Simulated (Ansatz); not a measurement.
Input file for Ansatz (a first-principles code): R-SVWN5/def2-TZVPP on AlCu, 2S+1 = 1, a spin state set in the input, which need not be the lowest, a point of a bond scan (R = 2.419 Å).

Ansatz 0.2 input:
```yaml
crystal:
  periodic: [false, false, false]
  atoms:
    - {symbol: Cu, position_ang: [0.00000000, 0.00000000, 0.00000000]}
    - {symbol: Al, position_ang: [0.00000000, 0.00000000, 2.41948300]}
basis:
  gaussian:
    orbitals: def2-TZVPP
    pivot_positions_ang: [[0.00000000, 0.00000000, 0.00000000], [0.00000000, 0.00000000, 2.41948300]]
hamiltonian:
  xc: {name: SVWN5}
output: {forces: true, orbitals: {seedname: ./end}}
```

Program output:

```
WARN ansatz: RAYON_NUM_THREADS=2 ignored (pool sized by the plan → 2); use --threads N
Functional definition: SVWN5
integrals: 0.03 GiB planned
774 factors; their error is unknown
mean field: 0.27 GiB planned
mean field evaluation 1: about -51130.8230 eV, gradient 5.3e1 eV
mean field evaluation 2: about -50213.6773 eV, gradient 5.1e2 eV
mean field evaluation 4: about -51113.4695 eV, gradient 1.2e2 eV
mean field evaluation 8: about -51134.2220 eV, gradient 3.0e-1 eV
mean field evaluation 16: about -51134.1926 eV, gradient 3.1e-5 eV
mean field -51134.19262116 eV, -1879.1469188269 hartree, gradient 3.1e-5 eV, S^2 0.000000; 0 other end points of the search recorded, 0 dependent functions left out
the calculation of the forces begins
reference -51134.19265049 eV, -1879.1469199049 hartree; 21, 21 occupied and 85, 85 virtual orbitals, 774 factors
Total energy: -51134.19265049 eV, -1879.1469199049 hartree
Atom 0 at     0.000000     0.000000     0.000000 Å, force    -0.000000     0.000000     0.531648 eV/Å
Atom 1 at     0.000000     0.000000     2.419483 Å, force     0.000000     0.000000    -0.531648 eV/Å
Dipole moment:    -0.000000     0.000000     0.211872 e Å
```

The run converged.

Cost: roughly 1.2 core-seconds.
